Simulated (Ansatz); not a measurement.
The cluster TaGe₁₂, relaxed as a doublet with UKS PBE-D4/def2-SVP in Ansatz, starting from the GFN2-xTB geometry. Force threshold 0.03 eV/Å.

In the def2 sets Ta takes a core potential; there is no spin–orbit coupling. Single mean-field runs in def2-SVP are fitted with def2-universal-jkfit. The structure comes from a short search, and lower isomers may exist.

Start:

```tsv
atom	x (Å)	y (Å)	z (Å)
Ta1	0.116	0.295	-0.205
Ge2	-1.653	-0.707	0.664
Ge3	1.339	-1.397	0.559
Ge4	-2.609	-3.283	-0.140
Ge5	-3.419	-1.945	1.422
Ge6	1.234	1.923	-1.062
Ge7	-0.577	-1.673	-0.641
Ge8	2.433	3.607	-2.020
Ge9	2.326	0.469	0.266
Ge10	0.328	2.371	0.802
Ge11	-0.915	-3.861	-1.241
Ge12	-1.142	1.103	1.396
Ge13	2.538	3.099	0.199
```

```json
{"step": "1", "energy (eV)": "-679572.3675", "largest force component (eV/Å)": "13.902", "SCF passes": "93"}
{"step": "2", "energy (eV)": "-679584.5990", "largest force component (eV/Å)": "6.010", "SCF passes": "58"}
{"step": "3", "energy (eV)": "-679590.0760", "largest force component (eV/Å)": "2.548", "SCF passes": "56"}
{"step": "4", "energy (eV)": "-679592.1931", "largest force component (eV/Å)": "0.896", "SCF passes": "48"}
{"step": "5", "energy (eV)": "-679592.7382", "largest force component (eV/Å)": "0.347", "SCF passes": "51"}
{"step": "6", "energy (eV)": "-679592.9530", "largest force component (eV/Å)": "0.492", "SCF passes": "42"}
{"step": "7", "energy (eV)": "-679593.1221", "largest force component (eV/Å)": "0.364", "SCF passes": "37"}
{"step": "8", "energy (eV)": "-679593.2522", "largest force component (eV/Å)": "0.273", "SCF passes": "43"}
{"step": "9", "energy (eV)": "-679593.3442", "largest force component (eV/Å)": "0.307", "SCF passes": "42"}
{"step": "10", "energy (eV)": "-679593.4013", "largest force component (eV/Å)": "0.197", "SCF passes": "36"}
{"step": "11", "energy (eV)": "-679593.4368", "largest force component (eV/Å)": "0.155", "SCF passes": "36"}
{"step": "13", "energy (eV)": "-679593.5060", "largest force component (eV/Å)": "0.098", "SCF passes": "37"}
{"step": "15", "energy (eV)": "-679593.6472", "largest force component (eV/Å)": "0.352", "SCF passes": "36"}
{"step": "17", "energy (eV)": "-679593.8402", "largest force component (eV/Å)": "0.452", "SCF passes": "39"}
{"step": "19", "energy (eV)": "-679594.0529", "largest force component (eV/Å)": "0.231", "SCF passes": "38"}
{"step": "21", "energy (eV)": "-679594.1682", "largest force component (eV/Å)": "0.211", "SCF passes": "36"}
{"step": "23", "energy (eV)": "-679594.1882", "largest force component (eV/Å)": "0.130", "SCF passes": "34"}
{"step": "25", "energy (eV)": "-679594.1973", "largest force component (eV/Å)": "0.056", "SCF passes": "34"}
{"step": "27 (rejected)", "energy (eV)": "-679594.1964", "largest force component (eV/Å)": "0.174", "SCF passes": "29"}
{"step": "29 (rejected)", "energy (eV)": "-679594.1952", "largest force component (eV/Å)": "0.119", "SCF passes": "31"}
{"step": "30", "energy (eV)": "-679594.1981", "largest force component (eV/Å)": "0.006", "SCF passes": "23"}
```

Force components are those of the run's own axes.

End:

```xyz
13

Ta    0.2624    0.4022   -0.3082
Ge   -1.7932   -0.7394    0.9728
Ge    0.5701   -2.1460    0.3767
Ge   -2.1419   -3.4515    0.4484
Ge   -3.3516   -2.1905    2.1507
Ge    1.2510    2.3820   -1.8253
Ge   -1.0726   -1.4841   -1.6162
Ge    3.4328    3.2861   -0.8410
Ge    2.8476    0.5793   -0.7219
Ge   -0.4256    3.3202   -0.1259
Ge   -0.3640   -3.9613   -1.1934
Ge   -1.0333    1.6301    1.7240
Ge    1.8184    2.3728    0.9594
```

Bonds lost: Ge3–Ge9, Ge4–Ge7 (atoms count from 1). Bonds formed: Ta1–Ge13, Ge2–Ge3, Ge3–Ge11, Ge8–Ge9 (atoms count from 1).

No frequencies were taken in this run, so the end may be a saddle point.

It took 2.8 min on 2 threads of AMD EPYC 7R13 on a shared host and a share (18 GiB) of an NVIDIA H100 80GB HBM3, peak host memory 1 GiB.
